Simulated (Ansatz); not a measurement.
`F[SiH]([SiH3])[SiH3]`, relaxed with RKS PBE-D4/def2-SVP in Ansatz from a rough embedded geometry. The force threshold is 0.03 eV/Å; the program also tests the step.

Charge 0, multiplicity 1.

Start:

```xyz
11

F     0.736   -0.303    2.172
Si    0.681    0.277    0.738
Si    0.857   -1.409   -0.777
Si   -1.339    1.250    0.252
H     1.768    1.294    0.558
H     2.181   -2.125   -0.673
H     0.802   -0.861   -2.216
H    -0.206   -2.389   -0.684
H    -2.436    0.195    0.466
H    -1.413    1.730   -1.081
H    -1.631    2.341    1.245
```

Q: How much energy does the relaxation release, and in how many steps? (Estimate.)

A: Ansatz gave: 10.08 kcal/mol, in 4 steps.

Q: Which bonds change most? (Best estimate.)

A: Ansatz gave: F1–Si2 from 1.548 to 1.653 Å; Si4–H10 from 1.418 to 1.507 Å; Si2–Si3 from 2.273 to 2.356 Å; Si2–Si4 from 2.294 to 2.356 Å.

Q: Give the relaxed structure. (Best estimate.)

A: The calculation gave: 
```xyz
11

F     0.730   -0.319    2.208
Si    0.649    0.270    0.666
Si    0.956   -1.502   -0.856
Si   -1.442    1.306    0.342
H     1.753    1.284    0.499
H     2.281   -2.186   -0.651
H     0.908   -0.930   -2.250
H    -0.150   -2.511   -0.707
H    -2.549    0.299    0.499
H    -1.477    1.851   -1.063
H    -1.658    2.436    1.313
```
